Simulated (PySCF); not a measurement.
**Property card for GaH2(CH2SiH3) (`[H][Ga]([H])[CH2][SiH3]`)**

GaH2(CH2SiH3), CH7GaSi.
Z-matrix (Å and degrees, PBE0-D3(BJ)/def2-SVP geometry), rows numbered from 1:
```
Ga
H   1  1.5725
H   1  1.5726  2  120.62
C   1  1.9687  2  119.69  3  -179.07
Si  4  1.8777  1  113.09  2    90.10
H   4  1.1028  1  109.51  2  -149.54
H   4  1.1027  1  109.59  2   -30.35
H   5  1.4975  4  110.59  1   -59.44
H   5  1.4974  4  110.66  1    59.53
H   5  1.4966  4  112.21  1  -179.92
```

PBE0-D3(BJ)/def2-SVP geometry optimisation, gas phase (PySCF):

| Quantity | Value |
| --- | --- |
| Point group | Cs |
| Rotational constants A, B, C | 18.039, 2.040, 1.950 GHz |

CAM-B3LYP/def2-SVPD ground state and vertical TDDFT (core frozen in the response) (PySCF):

| Item | Value |
| --- | --- |
| Dipole moment | 0.92 D |
| HOMO energy | -9.34 eV |
| LUMO energy | -0.71 eV |
| HOMO–LUMO gap | 8.63 eV |
| Lowest singlet excitation | 5.11 eV (243 nm, f = 0.009) |
| Strongest line among the 15 lowest singlet transitions | S10 at 8.22 eV (151 nm, f = 0.278) |
| Lowest triplet excitation (Tamm–Dancoff) | 4.75 eV |
| Static isotropic polarisability | 71.3 au |
| Electronic spatial extent ⟨r²⟩ about the centre of nuclear charge | 633 bohr² |

B3LYP/pcSseg-1 (pcSseg-2 on Ga) ground state and GIAO shieldings, non-relativistic (PySCF):

| Property | Result |
| --- | --- |
| 13C chemical shifts (computed TMS as zero) by class | 2.8 (C4) ppm |
| 1H chemical shifts (computed TMS as zero) by class | 6.40 (H2/H3), 3.99 (H8/H9/H10), 0.64 (H6/H7) ppm |
| Isotropic shieldings of nuclei other than C and H, by class | 419 (Si5), 1062 (Ga1) ppm |

delta-SCF UKS SCAN, pcX-2 on the ionised atom, pcseg-1 elsewhere, spin-free X2C; 2p3/2 from a spin–orbit splitting computed afterwards within the 2p shell (PySCF):

| Property | Result |
| --- | --- |
| Core binding energies | Si2p3/2 106.7 (Si5), C1s 289.8 (C4), Si1s 1846.4 (Si5) eV |

Monoisotopic mass from the formula: 115.9573 u.

No computed singlet falls in the visible range (750 to 380 nm, 1.65 to 3.26 eV); S1 lies 1.85 eV above its blue end. The vertical singlet–triplet gap S1 − T1 is 0.36 eV (TDDFT singlet less Tamm–Dancoff triplet; S1: HOMO→LUMO, weight 0.96; T1: HOMO→LUMO, weight 0.95). The polarisability is 10.56 Å³ as a volume (1 au = 0.148185 Å³), or 1.23 au for each of the 58 electrons. The principal polarisabilities are 61.8, 67.1 and 84.9 au; their mean is the isotropic value. In wavenumbers S1 is 41200 cm⁻¹ (1 eV = 8065.54 cm⁻¹). The dipole equals about 3.1 × 10⁻³⁰ C·m (1 D = 3.33564 × 10⁻³⁰ C·m).

 The calculation (core ionisation apart) is non-relativistic and has no spin–orbit coupling, an omission that weighs most on gallium. Atoms bound to Ga lack the heavy atom's spin–orbit term in their shielding, so their NMR values are less reliable. NMR classes are plain means over equivalent atoms (diastereotopic ones count apart unless rotation or inversion swaps them), as if these changed places fast; in this geometry the members of some classes differ.

For the TDDFT job (CAM-B3LYP/def2-SVPD), time: 15 s. Hardware: one thread of an Arm Neoverse V1, shared host.

One conformer stands for the species.
